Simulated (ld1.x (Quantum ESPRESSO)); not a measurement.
Before and after: TM potential for O (Z = 8)

oxygen (O), norm-conserving Troullier–Martins (Kleinman–Bylander form), made with ld1.x (Quantum ESPRESSO) 7.5 (PBE, scalar-relativistic). Core [He], reference 2s1.5 2p4.5. Waves: 2s (bound): rc 0.60 bohr; 2p (bound): rc 2.00 bohr; 3d channel at 0.05 Ry: rc 1.80 bohr. Local part: the d channel. Core correction: none.

Change: wave 3d channel at 0.05 Ry: rc 1.80 bohr becomes 3d channel at 0.05 Ry: rc 1.14 bohr.

Cutoffs: the cutoffs (Ry, on a coarse ladder) from which the occupation-weighted sum of valence levels, in a spherical-Bessel basis at the reference potential, stays within 10 and 1 mRy of its value at 400 Ry; they do not see the model core or the augmentation charge, which bear on the density cutoff. Errors are all-electron minus pseudo energies relative to the spin-unpolarised reference configuration.

**Question.** Predict the effect on cutoff, ghosts and configuration errors.

**Answer.** The errors of the 7 common tests hardly move; the range in which the s phases agree widens (upper end 1.7 → at the end of the scan); neither file shows a bound ghost.

| quantity | base | changed |
| --- | --- | --- |
| cutoff, loose | 180 Ry | 180 Ry |
| cutoff, tight | over 300 Ry | over 300 Ry |
| bound ghosts | none | none |
| error for 2s2 2p4, meV [ΔE -7.47 eV] | +1.4 | +1.4 |
| error for 2s2 2p3, meV [ΔE 8.96 eV] | +163 | +159 |
| error for 2s2 2p2, meV [ΔE 42.55 eV] | +849 | +830 |
| error for 2s2 2p1, meV [ΔE 96.42 eV] | +2794 | +2751 |
| error for 2s1 2p4, meV [ΔE 24.19 eV] | -48 | -53 |
| error for 2s2 2p4.3, meV [ΔE -9.59 eV] | -12 | -12 |
| error for 2s0 2p6, meV [ΔE 22.47 eV] | -2.6 | -2.8 |
| s: phases at 2.20 bohr within 0.05 rad from the reference energy up to (Ry; the scan ends near 5) | 1.7 | to the end of the scan |
| p: phases at 2.20 bohr within 0.05 rad from the reference energy up to (Ry; the scan ends near 5) | 1.5 | 1.4 |
| d: phases at 2.20 bohr within 0.05 rad from the reference energy up to (Ry; the scan ends near 5) | to the end of the scan | to the end of the scan |
